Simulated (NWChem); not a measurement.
System: C₄H₅FO; SMILES FC1=COCC1

NWChem input:

```
start job
memory heap 200 mb stack 900 mb global 1100 mb
geometry units angstroms noautoz
  F      0.050736    -2.106830    -0.067315
  C      0.054337    -0.766016    -0.030322
  C      1.132183     0.044469     0.007775
  O      0.807486     1.373968     0.094987
  C     -0.628052     1.453666    -0.114853
  C     -1.208711     0.040598     0.112167
  H      2.201300    -0.200365     0.002672
  H     -1.030432     2.227624     0.566219
  H     -0.797518     1.781646    -1.165018
  H     -1.662334    -0.097256     1.121091
  H     -1.985127    -0.219767    -0.636287
end
basis spherical
  F library def2-svp
  C library def2-svp
  O library def2-svp
  H library def2-svp
end
dft
  xc r2scan
  iterations 150
  vectors input atomic output neutral.movecs
end
task dft energy
charge 1
dft
  odft
  mult 2
  vectors input atomic output cation.movecs
end
task dft energy
```

Structure relaxed at the PBE-D3(BJ)/def2-SVP level.

Ions are spin-unrestricted doublets at the neutral geometry; other ion states weren't tried.

Task: Give the results of this calculation. (r2SCAN/def2-SVP, vertical spin-unrestricted ions.) Quantities: vertical ionisation energy, ΔSCF (eV); −ε(HOMO) (eV).

Result: 
```
Property                               Value
-------------------------------------  -----
vertical ionisation energy, ΔSCF (eV)   8.22
−ε(HOMO) (eV)                           4.97
```
